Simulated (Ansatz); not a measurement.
`C[NH][GaH][CH3]` → `[CH2]` (triplet) + `C[NH][GaH2]` at 400 K and 1 bar (formal loss of a carbene).

Gas-phase electronic energies from Ansatz, PBE0-D4/def2-TZVP geometries. CCSD(T)/CBS adds triple-zeta CCSD(T) − MP2 to the extrapolated MP2 energy (def2 sets, frozen cores). This one scheme is used for every species. Triplets are unrestricted, without spin–orbit coupling. For Ga outer-core shells are correlated without core-valence functions, which leaves a few kJ/mol of doubt a bond. Scalar relativity is left out up to krypton. One conformer a species, not always the lowest.

```tsv
species	CCSD(T)/CBS energy (Eh)	H − E (kJ/mol)	S (J/(mol·K))
`C[NH][GaH][CH3]`	-2059.57505	287.8	395.7
`[CH2]` (triplet)	-39.09499	59.0	205.7
`C[NH][GaH2]`	-2020.30020	203.2	329.7
```

H − E and S are ideal-gas, rigid-rotor, harmonic terms from PBE0-D4/def2-TZVP, for one conformer and one mirror image of each species, with the whole ground term of open shells counted as degenerate. 1 Eh = 2625.50 kJ/mol, R = 8.31446 J/(mol·K).

**Question.** By hand: ΔE, ΔH, ΔS and ΔG.

**Answer.** ΔE = (-39.09499) + (-2020.30020) − (-2059.57505) = 0.17986 Eh = 472.2 kJ/mol. Δ(H − E) = 59.0 + 203.2 − 287.8 = -25.6, so ΔH = 446.6 kJ/mol. ΔS = 205.7 + 329.7 − 395.7 = 139.7 J/(mol·K). ΔG = 446.6 − 400 × (139.7)/1000 = 390.7 kJ/mol.

**Question.** By hand: the equilibrium constant, and the temperature at which ΔG would vanish if ΔH and ΔS stayed fixed.

**Answer.** log₁₀ K = −ΔG/(RT ln 10) = -51.0. ΔG = 0 at ΔH/ΔS = 3197 K, far beyond where these terms or the molecules hold.

The number of gas molecules changes by +1, which sets the sign of ΔS. A doubt of 5 kJ/mol in ΔE shifts log₁₀ K by 0.7 here. Other conformers and mirror images would add mixing entropy, several J/(mol·K) or more a flexible species. Modes under 60 cm⁻¹, often nearly free rotors, make the harmonic entropy too high. A triplet takes part, so the spin changes. These are equilibria of isolated gas molecules and say nothing of rates. Largest T1 diagnostic: 0.015 (customary marks: 0.02 for closed shells, 0.045 for open ones).
